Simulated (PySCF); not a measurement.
Excited states between 380 and 750 nm. Vertical TDDFT excitations of isolated species (PySCF; the level stands beside each; core orbitals frozen in the response), one conformer each, no solvent. Ions are computed without counter-ions or solvent.

1. `CC1=CC[PH2+]C1`
2. `C=CC/P=P/C[SiH3]`
3. `[O+]#CCCC=C`
4. `C#[SiH]`
5. `O=C(O)C1=CC=NC=C1`
6. `N#C[SiH]1O[SiH2]O[SiH2]O1`
7. `FP(F)P`
8. `c1cccnc1OC=O`

**Question.** For which of them does the calculation put a singlet between 380 and 750 nm?

**Answer.** 2 and 4.

1. (B3LYP/def2-SVPD on a GFN2-xTB geometry) 228 nm (f 0.001); 216 nm (f 0.000); 205 nm (f 0.014); 184 nm (f 0.000); 175 nm (f 0.260).
2. (CAM-B3LYP/def2-SVPD on a GFN2-xTB geometry) 392 nm (f 0.000); 304 nm (f 0.131); 252 nm (f 0.009); 240 nm (f 0.002); 228 nm (f 0.011). S1 lies in the visible range (380 to 750 nm), at 392 nm, dark in the vertical dipole picture (f under 0.0005); light of that wavelength is violet, and its complementary colour is yellow-green; a Tamm–Dancoff triplet lies at 631 nm, without intensity as long as spin–orbit coupling is left out.
3. (PBE0/def2-SVPD on a GFN2-xTB geometry) 350 nm (f 0.001); 332 nm (f 0.088); 215 nm (f 0.036); 214 nm (f 0.003); 188 nm (f 0.008). No computed singlet lies in the visible range (380 to 750 nm); the lowest, at 350 nm, stands 0.28 eV above its violet end (3.26 eV); a Tamm–Dancoff triplet lies at 383 nm, without intensity as long as spin–orbit coupling is left out.
4. (wB97X-D/def2-SVPD on a GFN2-xTB geometry) 494 nm (f 0.003); 368 nm (f 0.007); 327 nm (f 0.012); 317 nm (f 0.038); 298 nm (f 0.021). S1 lies in the visible range (380 to 750 nm), at 494 nm, f = 0.0025; light of that wavelength is blue-green, and its complementary colour is red; a Tamm–Dancoff triplet lies at 630 nm, without intensity as long as spin–orbit coupling is left out.
5. (B3LYP/def2-SVPD on a PBE0-D3(BJ)/def2-SVP geometry) 306 nm (f 0.002); 260 nm (f 0.000); 256 nm (f 0.049); 245 nm (f 0.000); 213 nm (f 0.144).
6. (CAM-B3LYP/def2-SVPD on a PBE0-D3(BJ)/def2-SVP geometry) 178 nm (f 0.000); 170 nm (f 0.000); 170 nm (f 0.000); 164 nm (f 0.007); 163 nm (f 0.001).
7. (PBE0/def2-SVPD on a PBE0-D3(BJ)/def2-SVP geometry) 242 nm (f 0.012); 209 nm (f 0.321); 191 nm (f 0.004); 190 nm (f 0.016); 176 nm (f 0.001).
8. (PBE0/def2-SVPD on a PBE0-D3(BJ)/def2-SVP geometry) 240 nm (f 0.003); 230 nm (f 0.098); 229 nm (f 0.001); 223 nm (f 0.001); 212 nm (f 0.142).
